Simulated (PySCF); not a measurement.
A structure optimised at B3LYP-D3(BJ)/def2-SVP, used in a PySCF frequency run:

```xyz
9

Be     0.3285    -0.5337     0.0000
Br    -0.0571     1.3974     0.0000
C      0.6618    -2.1740     0.0000
C     -0.5479    -3.1314     0.0000
H      1.3061    -2.3928    -0.8754
H      1.3061    -2.3928     0.8754
H     -1.1873    -2.9824     0.8858
H     -1.1873    -2.9824    -0.8858
H     -0.2384    -4.1904     0.0000
```
Charge 0, spin multiplicity 1.

Question: Write its SMILES, formula and point group.

Answer: C[CH2][Be][Br], C2H5BeBr, Cs

Question: What are its rotational constants (standard atomic weights)?

Answer: 25.860, 1.3413, 1.2956 GHz
